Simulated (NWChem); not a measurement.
System: KCl; SMILES [Cl][K]

Input file for NWChem:

```
start job
memory heap 200 mb stack 900 mb global 1100 mb
geometry units angstroms noautosym nocenter noautoz
  K      0.000000     0.000000    -1.255548
  Cl     0.000000     0.000000     1.398825
end
basis spherical
  * library def2-svpd
end
dft
  xc b3lyp
  iterations 150
end
tddft
  nroots 8
end
task tddft energy
```

Structure relaxed at the PBE0/def2-SVP level. B3LYP is NWChem's, with the RPA form of VWN correlation.

Vertical excitations in the gas phase.

Question: Predict the main results of this run. (B3LYP/def2-SVPD, full TDDFT.) Quantities: lowest excitation, singlet (eV); oscillator strength of that lowest state; lowest state with f > 0.02, singlet (eV); oscillator strength of that bright state; lowest triplet (eV); orbital gap (eV).

Answer: 
- lowest excitation, singlet (eV): 3.52
- oscillator strength of that lowest state: 0.008
- lowest state with f > 0.02, singlet (eV): 3.83
- oscillator strength of that bright state: 0.072
- lowest triplet (eV): 3.49
- orbital gap (eV): 4.23
